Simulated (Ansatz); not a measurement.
Total energies of SiICl3 from Ansatz at PBE-D4/def2-TZVPD, gas phase (1 Eh = 27.2114 eV = 2625.5 kJ/mol). The reference geometry is relaxed at PBE-D4/def2-SVP.

```xyz
5

Si    0.003    0.035   -0.054
I    -0.106   -1.303    1.983
Cl   -1.052   -0.887   -1.561
Cl    1.961    0.256   -0.649
Cl   -0.805    1.898    0.281
```

| state | geometry | energy (Eh) |
| --- | --- | --- |
| charge 0 singlet | reference | -1967.34525 |
| charge -1 doublet | reference | -1967.36579 |
| free Si atom (triplet) | – | -289.22297 |
| free I atom (doublet) | – | -297.66560 |
| free Cl atom (doublet) | – | -459.95933 |

In the def2 sets I takes a core potential; there is no spin–orbit coupling.

Problem. Work out the vertical electron affinity, to the doublet.

Solution. E(charge 0 singlet) − E(charge -1 doublet) = -1967.34525 − (-1967.36579) = 0.02054 Eh = 0.56 eV.

Problem. What is the binding energy per atom against free atoms?

Solution. Atoms: 1 × (-289.22297) + 1 × (-297.66560) + 3 × (-459.95933) = -1966.76656 Eh. Binding: -1966.76656 − (-1967.34525) = 0.57869 Eh = 15.75 eV, or 3.15 eV for each of 5 atoms (no zero-point energy, no counterpoise term).

At PBE-D4/def2-TZVPD the highest occupied level of the charge -1 doublet lies above zero (up to 1.38 eV). By energy differences its removal costs 0.56 eV (vertical, to the charge 0 singlet, at PBE-D4/def2-TZVPD); a positive level beside a positive removal energy at the same level points to self-interaction error.
